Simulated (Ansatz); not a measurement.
Job for Ansatz (a first-principles code): R-r2SCAN/def2-TZVPP on BGeH5O (SMILES O[BH][GeH3]), a point of a torsion scan.

Ansatz 0.2 input:
```yaml
crystal:
  periodic: [false, false, false]
  atoms:
    - {symbol: O, position_ang: [1.54341414, 0.83160727, 0.07767578]}
    - {symbol: B, position_ang: [0.79416537, -0.25104910, 0.25176703]}
    - {symbol: Ge, position_ang: [0.14787232, -0.56204801, 2.14213918]}
    - {symbol: H, position_ang: [2.20919633, 0.85128727, -0.61108122]}
    - {symbol: H, position_ang: [0.70791462, -1.07753848, -0.59005271]}
    - {symbol: H, position_ang: [-1.25346024, -1.02992742, 2.39139885]}
    - {symbol: H, position_ang: [0.32215742, 0.57079355, 3.10087849]}
    - {symbol: H, position_ang: [0.94572037, -1.66218640, 2.77858427]}
basis:
  gaussian:
    orbitals: def2-TZVPP
hamiltonian:
  xc: {name: r2SCAN}
scf: {lower_state_search: off}
```

**Question.** Give the final energy of this run.

**Answer.** -2180.0741 hartree.
